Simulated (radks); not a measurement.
The numbers below are computed, except where a source is named.
All-electron atom: Er VI in [Kr] 4d10 4f10 5s2 5p5. Level of theory: scalar-relativistic Kohn-Sham, SCAN, spin-polarised, spherical densities, finite nucleus; open shells are filled with parallel spins first (spin-orbit coupling, left out, can overturn this in heavy ions); meta-GGA in the generalised Kohn-Sham scheme; Fermi nuclear charge, rms radius 5.2516 fm (a radial shooting solver on a logarithmic mesh with Libxc functionals).

X-ray form factor f0, the Fourier transform of the density (f0(0) = 63):

sin(theta)/lambda (1/angstrom)  f0 (electrons)
0.05                                    62.503
0.1                                     61.071
0.15                                    58.867
0.2                                     56.118
0.25                                    53.064
0.3                                     49.917
0.4                                     43.918
0.5                                     38.728
0.6                                     34.366
0.8                                     27.529
1                                       22.615
1.25                                    18.589
1.5                                     16.071
2                                       12.579
